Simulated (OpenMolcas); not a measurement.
Ir3+ (d6) among equal point charges was computed by CASSCF with the d shell active (OpenMolcas, ANO-RCC-VDZP on the metal). Its lowest spin-free states, and all those of the highest spin:

| 2S+1 | Degeneracy | E (cm-1) |
| --- | --- | --- |
| 5 | 1 | 0.0 |
| 5 | 2 | 6197 |
| 3 | 1 | 8759 |
| 3 | 2 | 9173 |
| 3 | 1 | 11051 |
| 3 | 2 | 16124 |
| 1 | 1 | 17079 |
| 5 | 1 | 17685 |
| 3 | 1 | 18309 |
| 3 | 2 | 18501 |
| 3 | 1 | 19197 |
| 1 | 1 | 20773 |
| 5 | 1 | 29796 |

Problem. Is the site octahedral, tetrahedral or cube-like, axial, or of lower symmetry?

Solution. The states with 2S+1 = 5 have orbital degeneracies 1, 2, 1, 1. There are pairs but no triples, so the site is axial: not cubic, but with a proper or improper axis of order three or more. The run had Ir3+ among 4 point charges of -1.3 e arranged as a square (D4h), 1.81 Å from the ion.

Spin-orbit coupling mixes the spin-free states strongly: the lowest level takes only 57 % from its leading state, 5A1. Without dynamic correlation the repulsion within the d shell is too large (B by tens of per cent), so at a given field states of lower spin stand too high. This shell can be high or low spin here, a state of another spin lies low, and with metal d orbitals alone active their balance is uncertain, so the ground spin may be wrong. Point charges give a weaker field than real ligands, and real ions of this kind are as a rule low spin; the high spin found here belongs to the model. This is an electrostatic model: the charges have no orbitals. No measured value stands beside these numbers.
